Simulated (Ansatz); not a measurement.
System: hydroxysilane, sum formula H4SiO, net charge 0, singlet state. 
Structure (B3LYP-D3(BJ)/def2-TZVP (Ansatz, an electronic-structure program) minimum search):
```
Si
O 1 1.6528
H 2 0.9599 1 118.61
H 1 1.4758 2 105.81 3 180.00
H 1 1.4842 4 109.91 2 -120.66
H 1 1.4842 4 109.91 5 -118.67
```
Charge 0, spin multiplicity 1.

Basis-set convergence of Hartree-Fock and MP2 correlation energies (hartree) with Ansatz. Valence correlation only, unless marked. Spin-orbit coupling is left out. No relativistic terms.

```
basis        functions       E(HF)  E(corr, MP2)
-----------  ---------  ----------  ------------
def2-SVPD           79  -366.01329      -0.31101
def2-TZVPPD        156  -366.21112      -0.37836
def2-QZVPPD        274  -366.22390      -0.40647
```

Extrapolating the two largest sets (X = 3 and 4) as X^-3: E(corr) = (64·(-0.40647) - 27·(-0.37836))/37 = -0.4270 Eh, an estimate of the basis-set limit. The largest set recovers 95.2 % of it, the smallest 72.8 %.
